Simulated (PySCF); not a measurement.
CH₆Zr, SMILES [CH3][ZrH3], multiplicity 1. Heavy atoms are numbered as in [ZrH3:1][CH3:2]. Hydrogens are named by the atom that carries them.

Coordinates come from a B3LYP-D3(BJ)/def2-TZVP optimisation. The multiplicity is an assumed one; no other spin state was optimised. The structure was generated by enumeration; whether it is a known compound was not checked. The def2 effective core potentials stand for the cores of Zr; spin–orbit coupling is left out.

All values below come from PBE/def2-TZVPD run with PySCF.

Mulliken values depend strongly on the basis, most of all with diffuse functions as here. ESP charges are fitted to the potential on shells at 1.4 to 2.0 van der Waals radii. Atomic charges (e), one atom of each kind:

```tsv
atom	Mulliken	ESP fit
Zr1 (ZrH3)	0.52	?
C2 (CH3)	-1.08	?
H on C2	0.28	?
H on Zr1	-0.09	?
```

### Question
Some entries are withheld; supply them. (An estimate is asked for; the answer gives what the named calculation found.)

### Answer

- Zr1 (ZrH3), ESP fit: 1.20
- C2 (CH3), ESP fit: -0.81
- H on C2, ESP fit: 0.19
- H on Zr1, ESP fit: -0.32
